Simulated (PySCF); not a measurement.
Method: PySCF 2.14.0 with TPSSh-D3(BJ)/def2-TZVP // BP86-D3(BJ)/def2-SVP. Isolated molecules, 0 K electronic values unless said otherwise. One relaxed conformer stands for a flexible species; it need not be the lowest. 

Reference species: [Zn(CH3)(H)] (neutral, multiplicity 1).

- coordination number: 2
- LUMO: -0.53 eV

Changed species: [Zn(CH3)2] (0 of 2 CH3 replaced by H; the reference has 1 of 2 CH3 replaced by H).

Task: Give the shifts of the coordination number and LUMO.

Result: the coordination number is nearly the same; the LUMO increases by 0.43 eV, to -0.10 eV.
